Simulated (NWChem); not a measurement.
# Si$_{3}$H$_{7}$, doublet; SMILES [SiH3][SiH][SiH3]

Computed with NWChem. Spin-unrestricted. Medium grid unless said otherwise, to which SCAN and Minnesota functionals are sensitive. In the optimisation the excess spin sits in a' (Cs, its own frame). Geometry: optimised at PBE0/def2-SVP, spin-unrestricted. No stability test was run on the SCF state. Level r2SCAN/def2-SVP: single points from the atomic guess with DIIS by default; each run changes one setting, and all converged runs end within 0.3 mHa of each other.

Which setting needs the most SCF iterations, or fails (no level shifting; no DIIS, 40 % damping; defaults; DIIS on 3 Fock matrices; occupation smearing of 0.005 Ha)?

no DIIS, 40 % damping, with 13 against 8 for the defaults.
```
setting                          SCF iterations
-------------------------------  --------------
defaults                                      8
no DIIS, 40 % damping                        13
occupation smearing of 0.005 Ha               8
no level shifting                             8
DIIS on 3 Fock matrices                       7
```
